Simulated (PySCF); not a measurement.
**Ag+ (silver, charge +1) across methods**

[Kr] 4d10, closed-shell 1S. Calculation: PySCF 2.14, in x2c-QZVPPall; the spin-free X2C one-electron Hamiltonian (Gaussian nucleus).

| method | E (hartree) | mean ε 4s (eV) | mean ε 4p (eV) | mean ε 4d (eV) | Σ⟨r²⟩ (bohr²) | ⟨S²⟩ |
| --- | --- | --- | --- | --- | --- | --- |
| r2SCAN | -5315.18 | -105.66 | -68.467 | -15.787 | 34.87 | 0.000 |
| CAM-B3LYP | -5315.46 | -109.74 | -72.337 | -19.016 | 35.12 | 0.000 |
| UHF | -5312.64411 | -124.27 | -82.785 | -22.037 | 34.40 | 0.000 |
| LDA | -5309.67 | -103.24 | -66.956 | -15.919 | 35.29 | 0.000 |
| r2SCANh | -5315.17 | -107.58 | -69.967 | -16.513 | 34.79 | 0.000 |
| BLYP | -5315.35 | -103.11 | -66.729 | -15.581 | 35.45 | 0.000 |
| PBE | -5314.77 | -103.15 | -66.796 | -15.636 | 35.23 | 0.000 |
| PBE0 | -5314.84 | -108.69 | -71.044 | -17.456 | 34.88 | 0.000 |
